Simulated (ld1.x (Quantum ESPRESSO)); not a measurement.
Rb: one change to a TM potential, before and after

Rb (Z = 37), norm-conserving Troullier–Martins (Kleinman–Bylander form), made with ld1.x (Quantum ESPRESSO) 7.5 (PBE, scalar-relativistic). Core [Ar] 3d10 4s2, reference 4p6 5s1 5p0. Waves: 5s (bound): rc 4.20 bohr; 4d channel at -0.15 Ry: rc 3.95 bohr; 4p (bound): rc 2.15 bohr. Local part: the p channel. Core correction: a·sin(br)/r model core, default radius (core density twice the valence density).

All-electron outer shells of the reference configuration (PBE, scalar-relativistic, ld1.x):

| shell | level (eV) | outermost node (bohr) | outermost maximum (bohr) |
| --- | --- | --- | --- |
| 3d | -103.96 | – | 0.39 |
| 4s | -31.89 | 0.62 | 1.25 |
| 4p | -15.96 | 0.64 | 1.42 |
| 5s | -2.23 | 1.79 | 4.38 |
| 5p | -0.75 | 2.21 | 6.21 |

Change: wave 5s (bound): rc 4.20 bohr becomes 5s (bound): rc 5.46 bohr.

Cutoffs: the cutoffs (Ry, on a coarse ladder) from which the occupation-weighted sum of valence levels, in a spherical-Bessel basis at the reference potential, stays within 10 and 1 mRy of its value at 400 Ry; they do not see the model core or the augmentation charge, which bear on the density cutoff. Errors are all-electron minus pseudo energies relative to the spin-unpolarised reference configuration.

Task: What does the change do?

Result: The potential gets neither clearly harder nor softer (15 Ry and 30 Ry → 15 Ry and 30 Ry); both files keep a bound ghost (d, s); of the 3 tests that both files solve, the error grows in 2 and shrinks in 1 by more than 15 % and 0.3 meV (median size 0.8 → 1.6 meV).

| quantity | base | changed |
| --- | --- | --- |
| cutoff, loose | 15 Ry | 15 Ry |
| cutoff, tight | 30 Ry | 30 Ry |
| bound ghosts | d, s | d, s |
| tests counted (converged, no solver errors) | 3 of 4 | 3 of 4 |
| error for 4p6 5s0 5p0, meV [ΔE 4.15 eV] | -0.8 | -11 |
| error for 4p6 5s0.5 5p0, meV [ΔE 1.58 eV] | -0.1 | -1.1 |
| error for 4p6 5s0 5p1, meV [ΔE 1.52 eV] | +5.9 | -1.6 |

Base: Tests not counted: 4p5 5s1 5p0 (solver errors, printed error +116 meV). Changed file: Tests not counted: 4p5 5s1 5p0 (solver errors, printed error -2.7 eV). A true bound ghost makes a file unfit for plane-wave use even where its test errors are small: the radial tests pick states by their node count and pass the ghost by. Where a test does run into it, the solver fails or the error is huge.
